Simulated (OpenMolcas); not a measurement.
Pd2+ (d8) on a cation site of an ionic host was computed by SS-CASPT2, IPEA 0.25 Eh, imaginary shift 0.1 Eh with the d shell active (OpenMolcas, ANO-RCC-VTZP on the metal). Its lowest spin-free states, and all those of the highest spin:

| 2S+1 | Degeneracy | E (cm-1) |
| --- | --- | --- |
| 3 | 3 | 0 |
| 3 | 3 | 5130 |
| 1 | 3 | 8930 |
| 1 | 2 | 9990 |
| 3 | 1 | 12500 |
| 3 | 3 | 14250 |
| 1 | 3 | 16690 |
| 1 | 1 | 18120 |
| 1 | 3 | 19580 |
| 1 | 2 | 24200 |
| 1 | 1 | 41610 |

Question: Is the site octahedral, tetrahedral or cube-like, axial, or of lower symmetry?

Answer: The states with 2S+1 = 3 have orbital degeneracies 3, 3, 1, 3. Threefold states need a cubic site. For d8 at this spin an octahedron puts the single A2 below the threefold T2 and a tetrahedron or cube puts the threefold T1 below the threefold T2, so the site is a tetrahedron or a cube, which this pattern cannot tell apart. The run had Pd2+ with its 8 nearest fluoride ions at 2.373 Å, on the Sr site of SrF2 (a = 5.796 Å, distance in the model lattice 2.510 Å). The rest of the host is ab initio model potentials to 7.6 Å and point charges beyond; the distance is set by hand and nothing relaxes. Ligand basis ANO-RCC-VDZP.

Roots that are degenerate in the reference are averaged as groups; the widest CASPT2 spread within a group is 660 cm-1 (the 3-fold group of multiplicity 1 near 19600 cm-1 above the lowest state of its run). Shifts and gaps below about the spread of the groups concerned are not significant. Over all roots computed the reference weight is 0.67 to 0.68; a low but even weight reflects the number of correlated electrons. An orbital triplet at a regular site is open to Jahn-Teller coupling, which can distort the site and quench the lowest spin-orbit gaps and is left out. Real 4d8 and 5d8 ions are as a rule square planar and diamagnetic. Ligand-to-metal charge-transfer states are missing. These CASPT2 states fit no ligand-field parameters well, so their order and spin gaps are uncertain. With no ligand orbital active B as a rule stays too high, so bands that hang on it stand too high and its fall with covalency is understated. With one d shell and no ligand orbital active, 10Dq can be off by a tenth or more. Free-ion shares, where given, are those of the reference states; single-state CASPT2 does not remix them. No measured value stands beside these numbers; the geometry was set by hand and not optimised.
